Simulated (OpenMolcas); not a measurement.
Ir3+: moving or changing the point charges

Ir3+ among 6 point charges of -1.7 e arranged as a trigonal prism (D3h), 1.87 Å from the ion, with a polar angle of 57.0° against the regular 49.1°.
```
   1.5675    0.0000    1.0197  -1.70
  -0.7838    1.3575    1.0197  -1.70
  -0.7838   -1.3575    1.0197  -1.70
   1.5675    0.0000   -1.0197  -1.70
  -0.7838    1.3575   -1.0197  -1.70
  -0.7838   -1.3575   -1.0197  -1.70
```

```
Program             : OpenMolcas
Method              : CASSCF
Basis               : ANO-RCC-VDZP [7s6p4d2f]
Scalar Hamiltonian  : DKH2, point nucleus
Active space        : 6 electrons in 5 orbitals (5d)
State averaging     : 2S+1 = 5 even, 5 roots; 2S+1 = 3 even, 45 roots; 2S+1 = 1 even, 50 roots
Spin-orbit coupling : RASSI with atomic mean-field integrals over the reference wave functions
```

Runs around this geometry, states (labels of D3, the rotations of D3h). Energies in cm-1 above the lowest state or level, χT in cm3 K/mol.

```json
{"R (Å)": "1.87", "q (e)": "-1.1", "Polar angle / regular": "1.16", "Ground state": "5A1", "First state of that spin": "5E 4634", "First gap with spin-orbit (degeneracies)": "350.2 (1, 2)", "χT at 300 K": "3.820", "First state of another spin": "3A2 16998"}
{"R (Å)": "1.87", "q (e)": "-1.7", "Polar angle / regular": "1.16", "Ground state": "5A1", "First state of that spin": "5E 6198", "First gap with spin-orbit (degeneracies)": "390.3 (1, 2)", "χT at 300 K": "3.380", "First state of another spin": "3A2 15342"}
{"R (Å)": "1.95", "q (e)": "-1.7", "Polar angle / regular": "1.16", "Ground state": "5A1", "First state of that spin": "5E 5573", "First gap with spin-orbit (degeneracies)": "385.6 (1, 2)", "χT at 300 K": "3.520", "First state of another spin": "3A2 16204"}
{"R (Å)": "1.87", "q (e)": "-1.7", "Polar angle / regular": "1.25", "Ground state": "5A1", "First state of that spin": "5E 12890", "First gap with spin-orbit (degeneracies)": "558.3 (1, 2)", "χT at 300 K": "2.612", "First state of another spin": "3E 18547"}
```

Taking the first state of the same spin as R^-n, n = -ln(5573 / 6198) / ln(1.95 / 1.87) = 2.5 between the shortest and longest distance.

Scaling the charges by -1.1 / -1.7 = 0.65 scales the first state of the same spin by 4634 / 6198 = 0.75; with fixed orbitals a first-order splitting would follow the charge.

Without dynamic correlation the repulsion within the d shell is too large (B by tens of per cent), so at a given field states of lower spin stand too high. Point charges give a weaker field than real ligands, and real ions of this kind are as a rule low spin; the high spin found here belongs to the model. Point charges carry no covalency, so the field is a model and not that of real ligands. No measured value stands beside these numbers.
